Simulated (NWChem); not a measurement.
System: CH₆BeOSi; SMILES [SiH3][Be][O]C

Input file for NWChem:

```
start job
memory heap 200 mb stack 900 mb global 1100 mb
geometry units angstroms noautoz
  Be     0.001470    -0.002451    -0.003463
  O     -0.697340    -0.332467    -1.164054
  C     -1.390818    -0.653372    -2.307519
  H     -2.146461     0.116366    -2.542362
  H     -0.711372    -0.735724    -3.173689
  H     -1.914878    -1.618566    -2.196078
  Si     1.085204     0.510145     1.800676
  H      0.728816    -0.384149     2.952197
  H      0.809900     1.914984     2.251063
  H      2.571568     0.403847     1.622618
end
basis spherical
  Be library 6-31g*
  O library 6-31g*
  C library 6-31g*
  H library 6-31g*
  Si library 6-31g*
end
dft
  xc xtpss03 ctpss03
  iterations 150
  mulliken
end
task dft energy
```

Geometry: optimised at PBE0/def2-SVP.

Predict the main results of this run. (TPSS/6-31G* (spherical d).) Quantities: basis functions; energy (Ha); highest occupied level (eV); orbital gap (eV); dipole (D).


```yaml
number_of_basis_functions: 72
energy (Ha): -421.25
highest occupied level (eV): -6.77
orbital gap (eV): 6.17
dipole (D): 2.68
```
